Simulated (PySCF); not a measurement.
ClH2Si, SMILES Cl[SiH2] (connectivity only; charge and spin as stated), charge +1, multiplicity 1.

The structure is a stationary point at B3LYP-D3(BJ)/def2-TZVP. The spin state was assumed, not searched. The isomer is the one that the SMILES or the coordinates give; other isomers of the formula were not compared.

Method: PySCF with TDDFT-PBE/def2-TZVPD.

Vertical excitations. Gas-phase values at a fixed geometry. State labels are in the subgroup C2v.

```csv
state,symmetry,energy (eV),λ (nm),f,main pairs
S1,A2,4.27,290,0.000,HOMO→LUMO 100 %
S2,A1,5.87,211,0.068,HOMO−1→LUMO 95 %
S3,A2,6.32,196,0.000,HOMO−2→LUMO 100 %
S4,B1,6.63,187,0.003,HOMO−3→LUMO 99 %
S5,B2,7.24,171,0.029,HOMO→LUMO+1 96 %
S6,B1,7.97,156,0.024,HOMO−1→LUMO+1 98 %
S7,B2,8.22,151,0.001,HOMO→LUMO+2 95 %
S8,B1,9.05,137,0.003,HOMO−1→LUMO+2 100 %
S9,B2,9.38,132,0.018,HOMO−2→LUMO+1 87 %
S10,A1,9.44,131,0.012,"HOMO−3→LUMO+1 54 %, HOMO→LUMO+3 45 %"
T1,A2,3.99,311,0,HOMO→LUMO 99 %
T2,A1,4.54,273,0,HOMO−1→LUMO 99 %
T3,A2,5.73,216,0,HOMO−2→LUMO 99 %
T4,B1,6.04,205,0,HOMO−3→LUMO 99 %
```
Triplets are in the Tamm–Dancoff approximation, which puts them higher than full response would, so one can lie above its singlet here.
